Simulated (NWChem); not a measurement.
System: SiO2 anion, doublet; SMILES of the neutral closed-shell parent O=[Si]=O

Here is an NWChem input.

```
start job
memory heap 200 mb stack 900 mb global 1100 mb
charge -1
geometry units angstroms noautosym nocenter noautoz
  O      1.475901     0.000000    -0.273780
  Si     0.000000     0.000000     0.293347
  O     -1.475901     0.000000    -0.273780
end
basis spherical
  O library def2-svpd
  Si library def2-svpd
end
dft
  odft
  mult 2
  xc xpbe96 cpbe96
  iterations 150
end
cosmo
  do_cosmo_smd true
  solvent water
end
task dft energy
```

In the optimisation the excess spin sits in a1 (C2v, its own frame). All runs use the structure optimised with B3LYP/def2-SVPD, spin-unrestricted. This spin state was assumed; another may lie lower. No stability test was run on the SCF state. Solvent: water.

Level: PBE/def2-SVPD with SMD (1 M gas to 1 M solution), gas-phase geometry. Reactions with the solvent are ignored.

Problem. Give the results of this calculation. (PBE/def2-SVPD, spin-unrestricted, SMD on the gas-phase geometry.) Quantities: solvation free energy (kcal/mol); cavity-dispersion-structure term (kcal/mol).

Solution. 
| Item | Value |
|---|---|
| solvation free energy (kcal/mol) | -68.9 |
| cavity-dispersion-structure term (kcal/mol) | 0.0 |
